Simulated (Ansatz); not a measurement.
System: hydroxy(trimethyl)silane, C₃H₁₀OSi, net charge 0, singlet state. 
Coordinates optimised at B3LYP-D3(BJ)/def2-TZVP (Ansatz, an electronic-structure program):
SMILES: C[Si](C)(C)O
```xyz
15

Si    -0.0066    -0.0066     0.0338
C      1.8101     0.2824    -0.3267
C     -0.6654    -1.3271    -1.1220
C     -0.9803     1.5752    -0.1366
O     -0.2151    -0.4691     1.6190
H      1.9566     0.6240    -1.3546
H      2.3940    -0.6331    -0.2001
H      2.2264     1.0396     0.3411
H     -0.5693    -1.0183    -2.1661
H     -1.7212    -1.5271    -0.9271
H     -0.1200    -2.2676    -1.0078
H     -2.0356     1.4096     0.0894
H     -0.9111     1.9708    -1.1527
H     -0.6065     2.3388     0.5485
H      0.2134    -1.2748     1.9158
```
Charge 0, spin multiplicity 1.

Property: vertical triplet-singlet gap (E(triplet) - E(singlet); each state is the SCF solution reached for its spin; for the triplet the Hartree-Fock reference is unstable and T1 is 0.049), in eV. Valence correlation only, unless marked. UHF or UKS for open shells. No spin-orbit coupling. Non-relativistic. 

```json
[
 {"level": "HF/aug-cc-pV(Q+d)Z", "program": "Ansatz", "vertical triplet-singlet gap (eV)": "6.32"},
 {"level": "RI-HF/aug-cc-pV(T+d)Z", "program": "Ansatz", "vertical triplet-singlet gap (eV)": "6.32"},
 {"level": "SVWN5/def2-TZVPD", "program": "Ansatz", "vertical triplet-singlet gap (eV)": "6.17"},
 {"level": "PBE/def2-TZVPD", "program": "Ansatz", "vertical triplet-singlet gap (eV)": "6.13"},
 {"level": "r2SCAN/def2-TZVPD", "program": "Ansatz", "vertical triplet-singlet gap (eV)": "6.47"},
 {"level": "B3LYP/def2-TZVPD", "program": "Ansatz", "vertical triplet-singlet gap (eV)": "6.59"},
 {"level": "PBE0/def2-TZVPD", "program": "Ansatz", "vertical triplet-singlet gap (eV)": "6.67"},
 {"level": "BHLYP/def2-TZVPD", "program": "Ansatz", "vertical triplet-singlet gap (eV)": "7.04"},
 {"level": "CAM-B3LYP/def2-TZVPD", "program": "Ansatz", "vertical triplet-singlet gap (eV)": "6.98"},
 {"level": "wB97M-V/def2-TZVPD", "program": "Ansatz", "vertical triplet-singlet gap (eV)": "7.14"},
 {"level": "wB97X-V/def2-TZVPD", "program": "Ansatz", "vertical triplet-singlet gap (eV)": "7.23"},
 {"level": "B2PLYP/def2-TZVPD", "program": "Ansatz", "vertical triplet-singlet gap (eV)": "7.08"},
 {"level": "RI-MP2/aug-cc-pV(T+d)Z", "program": "Ansatz", "vertical triplet-singlet gap (eV)": "7.76"},
 {"level": "RI-MP2/aug-cc-pV(Q+d)Z", "program": "Ansatz", "vertical triplet-singlet gap (eV)": "7.82"},
 {"level": "CCSD/aug-cc-pV(D+d)Z", "program": "Ansatz", "vertical triplet-singlet gap (eV)": "7.17"},
 {"level": "CCSD/aug-cc-pV(T+d)Z", "program": "Ansatz", "vertical triplet-singlet gap (eV)": "7.25"},
 {"level": "CCSD(T)/aug-cc-pV(D+d)Z", "program": "Ansatz", "vertical triplet-singlet gap (eV)": "6.97"},
 {"level": "CCSD(T)/aug-cc-pV(T+d)Z", "program": "Ansatz", "vertical triplet-singlet gap (eV)": "7.04"}
]
```
